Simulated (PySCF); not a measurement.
Cu(AsH3)(SH) (singlet state).
Structure used (PBE0-D3(BJ)/def2-SVP), in Å, numbered top down from 1:
```
atom  x, y, z in Å
Cu1    0.1607    0.0617   -1.0017
As2    0.1494    0.0403    1.2894
H3    -0.8924    0.8274    2.0506
H4     1.3570    0.5558    2.0359
H5    -0.0047   -1.2554    2.0521
S6     0.2417    0.1323   -3.1470
H7    -1.0119   -0.3619   -3.2793
```

The closed-shell ground state was solved at several levels (PySCF, density fitting, gas phase). Relativistic effects, spin–orbit coupling among them, are left out although an element past zinc is present.

| level | basis functions | HOMO (eV) | LUMO (eV) | gap (eV) | dipole (D) |
| --- | --- | --- | --- | --- | --- |
| B3LYP/def2-SVPD | 131 | -5.63 | -1.30 | 4.33 | 7.16 |
| PBE0/pcSseg-1 (pcSseg-2 on Cu) | 158 | -5.66 | -0.72 | 4.94 | 7.41 |
| B3LYP/pcSseg-1 (pcSseg-2 on Cu) | 158 | -5.43 | -0.91 | 4.52 | 7.12 |

Problem. What might PBE/pcSseg-1 (pcSseg-2 on Cu) (158 basis functions) give for the same quantities?

Solution. HOMO -4.59 eV, LUMO -1.51 eV, gap 3.08 eV, dipole 6.65 D.

Problem. Over all these levels, which gives the widest orbital gap and which the narrowest?

Solution. PBE0/pcSseg-1 (pcSseg-2 on Cu) (global hybrid, 25 % exact exchange) has the widest, 4.94 eV, and PBE/pcSseg-1 (pcSseg-2 on Cu) (GGA) the narrowest, 3.08 eV. The two share the basis. From the narrowest to the widest the HOMO moves by -1.07 eV and the LUMO by +0.79 eV.

Problem. In the pcSseg-1 (pcSseg-2 on Cu) basis, how does the gap go with the fixed share of exact exchange?

Solution. PBE (0 %) 3.08 eV; B3LYP (20 %) 4.52 eV; PBE0 (25 %) 4.94 eV. Each rise in the share widens the gap here.

Problem. How far do the dipole and the HOMO energy spread over the levels?

Solution. The dipole runs from 6.65 to 7.41 D (mean 7.08 D) and the HOMO from -5.66 to -4.59 eV.
